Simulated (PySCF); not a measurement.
**H6O3Si3: core ionisation energies**

Compound: H6O3Si3.
Numbering: `[O:1]1[SiH2:2][O:3][SiH2:4][O:5][SiH2:6]1`

Geometry (PBE0-D3(BJ)/def2-SVP, Å), atoms numbered from 1 in this order:
```
atom  x, y, z in Å
O1     0.827    1.307   -0.021
Si2    1.735   -0.053    0.281
O3     0.698   -1.354    0.268
Si4   -0.941   -1.485    0.019
O5    -1.524    0.045   -0.273
Si6   -0.793    1.538   -0.316
H7     2.369    0.062    1.620
H8     2.752   -0.218   -0.788
H9    -1.196   -2.347   -1.164
H10   -1.583   -2.037    1.240
H11   -1.370    2.404    0.744
H12   -0.972    2.138   -1.663
```

Method used: PySCF 2.14.0, delta-SCF UKS SCAN, pcX-2 on the ionised atom, pcseg-1 elsewhere, spin-free X2C. Each binding energy is the total energy of the core-ionised species, with the hole localised on one atom, minus that of the ground state; both are solved self-consistently, so orbital relaxation is included.

Question: List the computed XPS lines with their assignment.

Answer: 
```csv
atom(s),environment,level,binding energy (eV),2p1/2 (eV),count
O1/O3/O5,siloxane oxygen,O 1s,538.15,–,3
Si2/Si4/Si6,oxygen-bound silicon,Si 2p3/2,108.26,108.89,3
Si2/Si4/Si6,oxygen-bound silicon,Si 1s,1848.34,–,3
```

Question: Which photon wavelength matches the O 1s of O1/O3/O5 threshold?

Answer: λ = hc/E = 12398.42 eV Å / 538.15 eV = 23.039 Å.

Question: Which photon energy gives electrons from O 1s of O1/O3/O5 a kinetic energy of 20 eV, and what is their de Broglie wavelength?

Answer: hν = 538.15 + 20 = 558.15 eV, recoil neglected; λ = 12.264 Å/√(E/eV) = 2.74 Å.

Atoms equivalent by their bonding share one computed value, that of the first of them. The 2p values aren't plain energy differences: one relaxed spin-free 2p hole is combined with a matrix within the shell (ground-state 2p orbital-energy differences and spin–orbit coupling). 2p3/2, the mean of its two sublevels, lies a third of the splitting below the shell's mean and 2p1/2 two thirds above it; the statistical areas are 2:1. 2p1/2 minus 2p3/2 (ligand field included): Si 0.63 eV. Geometry: PBE0-D3(BJ)/def2-SVP; no solvent, vibrations or thermal averaging.
